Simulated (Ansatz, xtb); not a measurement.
Species: TaH5, net charge 1, doublet state. The spin state was set by rule; other spins were not relaxed. 
Geometry from a B3LYP-D3(BJ)/def2-TZVP (Ansatz, an electronic-structure program) optimisation:
```xyz
6

Ta     0.0135     0.0304     0.0182
H     -0.6663    -1.8565     0.2957
H     -0.9981     1.3982     0.4072
H     -0.7213    -1.7680    -0.5006
H     -0.3202    -0.3690    -1.6359
H      1.7222     0.3738     0.1058
```
Charge +1, spin multiplicity 2.

Harmonic wavenumbers from GFN2-xTB (xtb, at its own minimum), cm⁻¹: -57, 133, 229, 396, 494, 565, 573, 631, 770, 798, 985, 1035.

Task: Give the harmonic wavenumbers at B3LYP-D3(BJ)/def2-TZVP (Ansatz, finite differences of forces, unscaled).

Result: 429, 502, 535, 661, 767, 781, 881, 1346, 1959, 1962, 1973, 3487 cm⁻¹. Zero-point energy 21.8 kcal/mol.

Task: From these and the geometry, give the ideal-gas thermochemistry at 298.15 K and 1 atm (rigid rotor, harmonic oscillator).

Result: Point group Cs, rotational symmetry number 1. Rotational constants 70.87, 38.8, 34.84 GHz. S(trans) 41.57, S(rot) 18.76, S(vib) 3.08, S(elec, spin only) 1.38, S 64.8 cal/(mol K). H(298) - H(0) 3.04 kcal/mol; G - E(el) 5.6 kcal/mol.
